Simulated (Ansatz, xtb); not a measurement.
# C4H9ClO2S: which of two isomers lies lower

Structure X is `CCCCS(=O)(=O)Cl`, a singlet and structure Y is `CC(C)(C)S(=O)(=O)Cl`, a singlet. Both are isolated molecules in the gas phase, relaxed with r2SCAN-D4/def2-SVP; the shapes shown needn't be the lowest conformers.

X (Å):

```tsv
atom	x (Å)	y (Å)	z (Å)
C	0.0262	1.9193	-1.3630
C	-0.5134	1.5386	0.0111
C	-0.8645	0.0563	0.1622
C	0.2523	-0.9333	-0.1582
Cl	2.7713	-2.4495	0.4656
O	2.4840	0.4508	0.4432
O	1.2500	-0.7598	2.3108
S	1.6765	-0.6646	0.9214
H	1.0156	1.4717	-1.5457
H	0.1491	3.0096	-1.4466
H	-0.6560	1.5985	-2.1687
H	0.2163	1.8257	0.7886
H	-1.4273	2.1166	0.2303
H	-1.2270	-0.1453	1.1836
H	-1.6935	-0.2026	-0.5220
H	-0.0473	-1.9742	0.0328
H	0.6507	-0.8506	-1.1809
```

Y (Å):

```xyz
17

C    -0.4444    0.7071    1.7377
C    -0.3679   -0.0203    0.4032
C     0.4809    0.7426   -0.6199
C    -1.7301   -0.4029   -0.1565
Cl   -0.6079   -2.6340    2.0973
O     0.5814   -2.3870   -0.5630
O     1.8670   -1.2769    1.3319
S     0.6115   -1.5889    0.6577
H    -1.0165    0.1297    2.4781
H     0.5587    0.9083    2.1406
H    -0.9566    1.6697    1.5785
H    -0.0227    1.6980   -0.8377
H     1.4843    0.9610   -0.2258
H     0.5786    0.1795   -1.5597
H    -2.3128   -0.9887    0.5688
H    -1.6314   -0.9828   -1.0855
H    -2.2852    0.5225   -0.3798
```

Energies in hartree; the thermal terms are from GFN2-xTB frequencies at re-optimised GFN2-xTB minima (ideal gas, soft modes damped towards free rotors, one conformer each, 298.15 K, 1 atm) and include the zero-point energy:

|  | X | Y |
| --- | --- | --- |
| E, CCSD(T)/def2-SVP | −1164.206258 | −1164.218237 |
| E, MP2/def2-SVP | −1164.100737 | −1164.113780 |
| E, MP2/def2-TZVPP | −1165.141611 | −1165.152235 |
| zero-point energy | 0.131747 | 0.130197 |
| H(298 K) − E | 0.142477 | 0.141543 |
| G(298 K) − E | 0.096384 | 0.095001 |

Question: Correct the CCSD(T) difference for the basis set by the MP2 change, then work out ΔE, ΔE₀, ΔH and ΔG for X → Y in kcal/mol (1 Eh = 627.51 kcal/mol) and the equilibrium ratio [Y]/[X].

Answer: 1. Differences Y − X: CCSD(T) −0.011979, MP2 in the small set −0.013043, MP2 in the large set −0.010624 Eh.
2. ΔE = −0.011979 + (−0.010624 − (−0.013043)) = −0.009560 Eh = −6.00 kcal/mol.
3. ΔE₀ = ΔE + ΔZPE = −0.009560 + (−0.001550) Eh = −6.97 kcal/mol.
4. ΔH = ΔE + (−0.000934) Eh = −6.59 kcal/mol.
5. ΔG = ΔE + (−0.001383) Eh = −6.87 kcal/mol, so ΔS = (ΔH − ΔG)/T = +4.0 J/(mol K).
6. kT = 0.9442 mEh, so K = [Y]/[X] = exp(−ΔG/kT) = exp(+11.59) ≈ 1.1 × 10^5.

Structure Y is favoured at this temperature. An error of 1 kcal/mol in ΔG would change K by a factor of 5.4. Mirror images and further conformers aren't counted.

As drawn, both hold the same kinds of bond in the same numbers. Structure X has 1 methyl group, Y 3.

Other levels gave ΔE = −11.5 (GFN2-xTB); −5.4 (HF/STO-3G, GFN2-xTB geometries); −7.7 (r2SCAN-D4/def2-SVP//GFN2-xTB); −7.3 (r2SCAN-D4/def2-SVP); −3.5 (HF/def2-SVP); −8.2 (MP2/def2-SVP); −7.5 (CCSD(T)/def2-SVP) kcal/mol. The correlated steps freeze 16 core orbitals. Programs: Ansatz 0.2.0, xtb 6.7.1.
